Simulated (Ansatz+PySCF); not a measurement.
Values are calculated unless marked as measured or tabulated.
Input for Ansatz (development build ahead of 0.2.0):

```yaml
crystal:
  periodic: [false, false, false]
  atoms:
    - { symbol: K, position_ang: [0.0, 0.0, -1.3538] }
    - { symbol: Cl, position_ang: [0.0, 0.0, 1.51307] }
basis:
  gaussian: { orbitals: def2-SVP }
hamiltonian:
  xc: hf
correlation:
  method: ccsd_t
  frozen_orbitals: { Cl: 5, K: 5 }
scf:
  omitted_lower_state_checks: [starts, atomic_configurations, cluster_reference, orbital_swaps, given_window_search, neighbouring_geometries, increment]
```

The input is written out in the form of the current development build from the run's settings.

The run gave:

```
Converged                       : yes
Reference energy                : -1058.50762 hartree
CCSD correlation energy         : -0.19543 hartree
Triples correction              : -0.00219 hartree
Total energy                    : -1058.70525 hartree
Spin squared of the determinant : 0.000
Stability test                  : minimum among restricted orbitals
Largest doubles amplitude       : 0.04
```
